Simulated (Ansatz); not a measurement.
Cost and result for the atomization energy of C3H7GaO (`C=[C](C)[GaH][OH]`) (12 atoms, 11 bonds).

Z-matrix (Å, degrees):
```
C
C 1 1.497
H 1 1.094 2 111.6
H 1 1.094 2 111.1 3 121.2
H 1 1.094 2 111.1 3 -121.2
Ga 2 1.948 1 120.7 3 -180.0
C 2 1.334 1 122.2 3 0.0
O 6 1.794 2 114.1 1 0.0
H 6 1.566 2 127.2 1 -180.0
H 7 1.090 2 121.7 1 0.0
H 7 1.086 2 122.4 1 179.9
H 8 0.959 6 114.5 2 -180.0
```

Charge 0, multiplicity 1. Correlated methods include outer-core shells of Ga, which these sets cover unevenly. Scalar relativity is left out up to krypton. All single points use the PBE0-D4/def2-TZVP geometry. It is one conformer, not always the lowest. Program: Ansatz. All runs use 4 threads of an Intel Xeon Platinum 8488C on a shared host. Times are those of one run each, without the atoms' runs, and a repeat can differ threefold. Electronic energies, without spin–orbit coupling; frozen cores. CCSD(T)/CBS adds CCSD(T) − MP2 in def2-TZVPP to the MP2 limit, and its time is that of the two runs behind it. T1 = 0.013. With those shells the extrapolation isn't a true limit. B3LYP takes the VWN-RPA correlation (the form of Gaussian; ORCA's B3LYP/G). HSE06 is the plane-wave form, built on full-range PBE exchange.

CCSD(T)/CBS is a level of theory with its own doubt, some kJ/mol a heavy atom from the limit and from the frozen cores, so smaller differences don't rank the functionals.

```json
{"level": "BLYP-D4/def2-TZVPP", "functions": "270", "wall time": "1.6 s", "atomization (kcal/mol)": "1074.6", "difference from CCSD(T)/CBS": "-8.1", "per bond": "-0.7"}
{"level": "PBE-D4/def2-TZVPP (with forces)", "functions": "270", "wall time": "1.9 s", "atomization (kcal/mol)": "1099.7", "difference from CCSD(T)/CBS": "17.0", "per bond": "1.5"}
{"level": "BHLYP-D4/def2-TZVPP", "functions": "270", "wall time": "3 s", "atomization (kcal/mol)": "1046.2", "difference from CCSD(T)/CBS": "-36.5", "per bond": "-3.3"}
{"level": "CAM-B3LYP-D4/def2-TZVPP", "functions": "270", "wall time": "3 s", "atomization (kcal/mol)": "1082.3", "difference from CCSD(T)/CBS": "-0.4", "per bond": "0.0"}
{"level": "HSE06-D4/def2-TZVPP", "functions": "270", "wall time": "3.3 s", "atomization (kcal/mol)": "1081.7", "difference from CCSD(T)/CBS": "-1.0", "per bond": "-0.1"}
{"level": "r2SCAN-D4/def2-TZVPP (with forces)", "functions": "270", "wall time": "3.4 s", "atomization (kcal/mol)": "1083.3", "difference from CCSD(T)/CBS": "0.6", "per bond": "0.1"}
{"level": "r2SCANh-D4/def2-TZVPP", "functions": "270", "wall time": "3.7 s", "atomization (kcal/mol)": "1076.5", "difference from CCSD(T)/CBS": "-6.2", "per bond": "-0.6"}
{"level": "B3LYP-D4/def2-TZVPP (with forces)", "functions": "270", "wall time": "4 s", "atomization (kcal/mol)": "1076.4", "difference from CCSD(T)/CBS": "-6.3", "per bond": "-0.6"}
{"level": "B2PLYP/def2-TZVPP", "functions": "270", "wall time": "4.9 s", "atomization (kcal/mol)": "1069.0", "difference from CCSD(T)/CBS": "-13.7", "per bond": "-1.2"}
{"level": "CCSD(T)/def2-SVP", "functions": "123", "wall time": "7.5 s", "atomization (kcal/mol)": "1030.8", "difference from CCSD(T)/CBS": "-51.9", "per bond": "-4.7"}
{"level": "MP2/def2-QZVPP", "functions": "527", "wall time": "35 s", "atomization (kcal/mol)": "1090.8", "difference from CCSD(T)/CBS": "8.1", "per bond": "0.7"}
{"level": "CCSD(T)/def2-TZVPP", "functions": "270", "wall time": "2.9 min", "atomization (kcal/mol)": "1059.0", "difference from CCSD(T)/CBS": "-23.7", "per bond": "-2.2"}
{"level": "CCSD(T)/CBS(def2)", "functions": "–", "wall time": "3.5 min", "atomization (kcal/mol)": "1082.7", "difference from CCSD(T)/CBS": "0.0", "per bond": "0.0"}
```

In def2-TZVPP, CCSD(T) changes the Hartree–Fock value by +268.7 kcal/mol (the triples alone add +16.3 kcal/mol) and MP2 by +286.6 kcal/mol; breaking electron pairs costs correlation energy, which Hartree–Fock lacks. From PBE to PBE0 (25 % exact exchange), in def2-TZVPP and without D4, the atomization energy moves by −17.8 kcal/mol: exact exchange takes away binding that semilocal exchange gives to molecules. The D4 term adds +9.4 kcal/mol with B3LYP and +4.9 kcal/mol with PBE0; it sums over pairs of atoms, weighted by their polarisabilities, and B3LYP, whose exchange is more repulsive, gets the larger term.
